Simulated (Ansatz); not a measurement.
C2H8ClNSi can be A, `CNC[SiH2]Cl`, or B, `CN[SiH2]CCl`.

Isolated molecules relaxed with PBE0-D4/def2-TZVP in Ansatz; ΔE leaves out vibrations. CCSD(T)/CBS adds triple-zeta CCSD(T) − MP2 to the extrapolated MP2 energy (def2 sets, frozen cores). DFT in def2-TZVPP. B3LYP here is the variant with VWN-RPA as its local correlation; programs differ in this. Each species was taken in one conformer, which may not be the lowest.

Problem. Which isomer does CCSD(T)/CBS put lower? Give the gap. (Best estimate.)

Solution. Ansatz gave: A, by 36.2 kJ/mol.

Problem. Give E(B) − E(A) in kJ/mol with CCSD/def2-TZVPP, PBE0-D4, MP2/def2-TZVPP, B3LYP-D4, B3LYP, B2PLYP, r2SCAN-D4. (Estimate.)

Solution. Computed: CCSD/def2-TZVPP 37.2, PBE0-D4 40.7, MP2/def2-TZVPP 38.0, B3LYP-D4 35.6, B3LYP 34.6, B2PLYP 35.4, r2SCAN-D4 39.0. None reverses the order clearly.

Largest T1 diagnostic: 0.010.
